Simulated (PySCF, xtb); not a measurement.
Mo(OH)3 (H3MoO3), SMILES [OH][Mo]([OH])[OH] (connectivity only; charge and spin as stated), neutral, multiplicity 4. The values are those of a single conformer.

Harmonic wavenumbers (cm⁻¹) from GFN2-xTB (xtb 6.7.1) at its own minimum, in rising order: 127, 129, 186, 464, 466, 486, 501, 504, 505, 553, 580, 582, 3411, 3429, 3431.

What does PBE-D3(BJ)/def2-SVP (PySCF) give at its own minimum? (Estimate from the structure and the level; the computed values follow.)

144, 163, 167, 357, 378, 415, 649, 658, 662, 670, 691, 692, 3634, 3640, 3643. Paired by order, the mean absolute difference is 119 cm⁻¹ and the zero-point energies are 21.9 and 23.7 kcal/mol.
